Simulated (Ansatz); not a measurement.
Computed with Ansatz on PBE0-D4/def2-TZVP structures; ΔE is electronic, products minus reactants. CBS: MP2 limit from def2 TZ/QZ plus the TZ coupled-cluster correction, frozen cores. DFT in def2-TZVPP. B3LYP here is the variant with VWN-RPA as its local correlation; programs differ in this. def2 core potentials past Kr. For Ge, In outer-core shells are correlated without core-valence functions, which leaves a few kJ/mol of doubt a bond. Scalar relativity is left out up to krypton. Each species was taken in one conformer, which may not be the lowest.

Consider the formal exchange of groups at a Ge–C bond: `N=[C](S)[GeH3]` + `[CH3][In]([CH3])[NH2]` → `[CH3][In]([NH2])[GeH3]` + `CC(=N)S`.

```tsv
level	ΔE (kJ/mol)	difference from CCSD(T)/CBS
PBE-D4	-78.3	-6.3
r2SCAN-D4	-79.2	-7.2
PBE0-D4	-82.2	-10.2
B3LYP-D4	-77.1	-5.1
B2PLYP	-74.3	-2.3
PBE	-79.5	-7.5
r2SCAN	-79.4	-7.4
B3LYP	-79.1	-7.1
HF/def2-TZVPP	-84.3	-12.3
MP2/def2-TZVPP	-66.7	5.3
CCSD/def2-TZVPP	-71.4	0.6
CCSD(T)/def2-TZVPP	-68.5	3.5
HF/def2-QZVPP	-84.0	-12.0
MP2/def2-QZVPP	-68.6	3.4
HF/CBS(def2)	-83.9	-11.9
MP2/CBS(def2)	-70.2	1.8
CCSD(T)/CBS	-72.0	0
```

Largest T1 diagnostic among the species: 0.013.

From PBE to PBE0 (25 % exact exchange), in def2-TZVPP and without D4, ΔE moves by −3.6 kJ/mol. In def2-TZVPP, CCSD(T) changes the Hartree–Fock value by +15.8 kJ/mol (the triples alone add +2.8 kJ/mol) and MP2 by +17.6 kJ/mol.
